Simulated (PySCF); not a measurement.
Compound: C3H14OSi3.
Atom-mapped SMILES: `[CH3:1][CH:2]([CH3:3])[O:4][SiH:5]([SiH3:6])[SiH3:7]`

Structure used (PBE0-D3(BJ)/def2-SVP), in Å, numbered top down from 1:
```xyz
21
C3H14OSi3 angstrom
C     -1.7510    0.9655   -1.0161
C     -1.5250   -0.0740    0.0668
C     -2.5976   -1.1442    0.0892
O     -0.2729   -0.7114   -0.1489
Si     1.1133   -0.3263    0.7066
Si     2.8367   -1.6109   -0.2189
Si     1.6585    1.9616    0.5733
H     -2.7149    1.4786   -0.8794
H     -1.7457    0.4837   -2.0059
H     -0.9564    1.7273   -1.0046
H     -1.5167    0.4365    1.0524
H     -2.6102   -1.6809   -0.8719
H     -3.5919   -0.7047    0.2594
H     -2.3954   -1.8741    0.8862
H      0.9394   -0.6595    2.1624
H      2.5454   -3.0731   -0.1111
H      4.1096   -1.3160    0.5114
H      3.0204   -1.2526   -1.6587
H      2.9294    2.1992    1.3285
H      1.8670    2.3702   -0.8511
H      0.5894    2.8305    1.1604
```

Computed, not measured: delta-SCF UKS SCAN, pcX-2 on the ionised atom, pcseg-1 elsewhere, spin-free X2C in PySCF 2.14.0. Each 1s hole has a ground state of its own, since the core basis sits on the ionised atom alone.

| ionised atom | basis functions | E(ground) (Eh) | binding energy (eV) |
| --- | --- | --- | --- |
| C1 | 211 | -1068.16415 | 290.550 |
| C2 | 211 | -1068.16721 | 292.113 |
| O4 | 211 | -1068.19469 | 537.455 |
| Si5 | 222 | -1068.22128 | 1846.392 |
| Si6 | 222 | -1068.21428 | 1846.058 |

Q: Fill in the total energy of each core-ionised state.

A: With binding energy = E(ionised) − E(ground) and 27.2114 eV a hartree:

```
atom  binding energy (Eh)  E(ionised) (Eh)
  C1              10.6775       -1057.4866
  C2              10.7350       -1057.4322
  O4              19.7511       -1048.4436
 Si5              67.8537       -1000.3676
 Si6              67.8414       -1000.3729
```

Q: How much do the ground-state energies differ, and what would follow from using one of them for all holes?

A: They run from -1068.2213 Eh (core basis on Si5) to -1068.1641 Eh (on C1), 0.0572 Eh or 1.56 eV apart, though the state is the same; only basis and grid differ. Pairing the ion of C1 with the ground state of Si5 would put its binding energy 1.56 eV too high.

Lowest listed C 1s: C1/C3, bonded to C and 3 H. Highest, 1.56 eV above it: C2, bonded to O, 2 C and H.

Only 1s holes are shown. One atom of each set of topologically equivalent atoms was ionised and stands for the set; in this conformer not all members are related by symmetry, and their own values weren't computed. One conformer (not necessarily the lowest) at the PBE0-D3(BJ)/def2-SVP geometry, without solvent, vibrations or thermal averaging.

On one thread of an Arm Neoverse N1, no GPU, on a shared host, this took 3.6 min and 0.79 GiB of memory at its peak.
